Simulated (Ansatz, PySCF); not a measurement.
Molecule: MgI$_{2}$ (charge +1, doublet). 
Geometry from a B3LYP-D3(BJ)/def2-TZVP (Ansatz, a program for electronic structure) optimisation:
```xyz
3

Mg     0.0000     0.0000     0.0000
I      0.0000     0.0000    -2.5958
I      0.0000     0.0000     2.5958
```
Charge +1, spin multiplicity 2.

Total electronic energies in hartree. Correlated levels leave the core frozen unless marked. Open shells are spin-unrestricted. Spin-orbit coupling is left out. Frozen are the shells of the preceding noble gas and the d and f shells that filled before the atom's block. In def2 rows, elements after Kr have scalar-relativistic effective core potentials. STO-3G rows are all-electron and non-relativistic. CBS marks a two-point X^-3 extrapolation of the correlation energy; Hartree-Fock from the larger set. The bracket is a focal-point correction in the basis named. The program attaches cautions to a run behind CCSD(T)/STO-3G: other roots.

```json
[
 {"level": "RI-HF/def2-QZVPPD", "program": "Ansatz", "energy (Eh)": "-792.77367"},
 {"level": "SVWN5/def2-TZVPD", "program": "Ansatz", "energy (Eh)": "___"},
 {"level": "PBE-D4/def2-TZVPD", "program": "Ansatz + dftd4", "energy (Eh)": "___"},
 {"level": "M06-L-D4/def2-TZVPD", "program": "PySCF + dftd4", "energy (Eh)": "___"},
 {"level": "r2SCANh/def2-TZVPD", "program": "Ansatz", "energy (Eh)": "-795.48055"},
 {"level": "B2GP-PLYP-D3(BJ)/def2-TZVPD", "program": "Ansatz + dftd3", "energy (Eh)": "-794.43147"},
 {"level": "B2GP-PLYP-D4/def2-TZVPD", "program": "Ansatz + dftd4", "energy (Eh)": "-794.42485"},
 {"level": "B2PLYP-D3(BJ)/def2-TZVPD", "program": "Ansatz + dftd3", "energy (Eh)": "-794.63047"},
 {"level": "B2PLYP/def2-TZVPD", "program": "Ansatz", "energy (Eh)": "-794.62639"},
 {"level": "RI-MP2/def2-QZVPPD", "program": "Ansatz", "energy (Eh)": "-793.07747"},
 {"level": "CCSD/def2-SVPD", "program": "Ansatz", "energy (Eh)": "-792.89578"},
 {"level": "CCSD/def2-TZVPP", "program": "Ansatz", "energy (Eh)": "-793.05966"},
 {"level": "CCSD(T)/STO-3G", "program": "Ansatz", "energy (Eh)": "-13898.47222"},
 {"level": "RI-MP2/CBS(def2-TZVPP,def2-QZVPP)+[CCSD(T)-MP2]/def2-SVP", "program": "Ansatz", "energy (Eh)": "-793.1354"},
 {"level": "RI-MP2/CBS(def2-TZVPPD,def2-QZVPPD)+[CCSD(T)-MP2]/def2-TZVPPD", "program": "Ansatz", "energy (Eh)": "-793.1505"}
]
```

**Question.** Complete the blanks.

**Answer.** 
- SVWN5/def2-TZVPD, energy (Eh): -793.53799
- PBE-D4/def2-TZVPD, energy (Eh): -795.15639
- M06-L-D4/def2-TZVPD, energy (Eh): -795.63521
